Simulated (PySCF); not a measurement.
## Fractional electron number in Re²⁺ (rhenium, charge +2)

The 5d alpha orbital of [Xe] 4f14 5d5 is emptied in steps (occupation f), with all orbitals relaxed, ending at [Xe] 4f14 5d4. Calculation: PySCF 2.14, in def2-TZVPPD with the def2 core potential (60 electrons) (6s5p3d2f1g, 59 functions); scalar relativity through the core potential. The exact energy is a straight line in f; departures are measured from the line between the end points of the same method.

```csv
f,M06-2X (eV)
1,0.000
0.9,-0.227
0.7,-0.532
0.5,-0.634
0.3,-0.533
0.1,-0.228
0,0.000
```

**Question.** For M06-2X, how does the orbital energy at f = 1 compare with the removal energy?

**Answer.** −ε = 25.584 eV against a total-energy difference of 28.110 eV. By Janak's theorem ε = ∂E/∂f, so the gap between them reflects the curvature. Along the path −ε is 26.086 (f = 0.9), 27.093 (f = 0.7), 28.106 (f = 0.5), 29.126 (f = 0.3), 30.138 (f = 0.1) eV.

Reference removal energy between the ground levels: 27 ± 1.6 eV (theoretical estimate listed by NIST; NIST Atomic Spectra Database, ionization energies). The calculation has no spin-orbit coupling. The determinant left behind need not be the lowest term of the ion.
